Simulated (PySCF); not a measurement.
Si(F)2(Cl)(NH2), SMILES N[Si](F)(F)Cl (H2ClF2NSi), PBE0/def2-SVP optimised geometry.

```
7

N      1.04    -0.91     0.00
Si    -0.65    -0.91     0.00
F     -1.17    -1.68    -1.31
F     -1.16    -1.68     1.31
Cl    -1.57     0.91     0.00
H      1.57    -0.70    -0.83
H      1.57    -0.76     0.85
```

Density from PySCF 2.14.0 with PBE0/def2-TZVP at that geometry.

Minimum of the electron density along straight lines between bonded atoms, close to the bond critical point (lines longer than 1.1 times the sum of covalent radii, or with two minima, are not listed):

```json
[
 {"bond": "N1–Si2", "length / Å": "1.685", "ρ at the minimum / e bohr⁻³": "0.147", "∇²ρ there / e bohr⁻⁵": "0.64", "position (fraction from the first atom)": "0.60"},
 {"bond": "Si2–F3", "length / Å": "1.604", "ρ at the minimum / e bohr⁻³": "0.139", "∇²ρ there / e bohr⁻⁵": "0.97", "position (fraction from the first atom)": "0.42"},
 {"bond": "Si2–F4", "length / Å": "1.603", "ρ at the minimum / e bohr⁻³": "0.139", "∇²ρ there / e bohr⁻⁵": "0.97", "position (fraction from the first atom)": "0.42"},
 {"bond": "Si2–Cl5", "length / Å": "2.043", "ρ at the minimum / e bohr⁻³": "0.104", "∇²ρ there / e bohr⁻⁵": "0.22", "position (fraction from the first atom)": "0.36"},
 {"bond": "N1–H6", "length / Å": "1.013", "ρ at the minimum / e bohr⁻³": "0.331", "∇²ρ there / e bohr⁻⁵": "-1.67", "position (fraction from the first atom)": "0.74"},
 {"bond": "N1–H7", "length / Å": "1.013", "ρ at the minimum / e bohr⁻³": "0.331", "∇²ρ there / e bohr⁻⁵": "-1.67", "position (fraction from the first atom)": "0.74"}
]
```
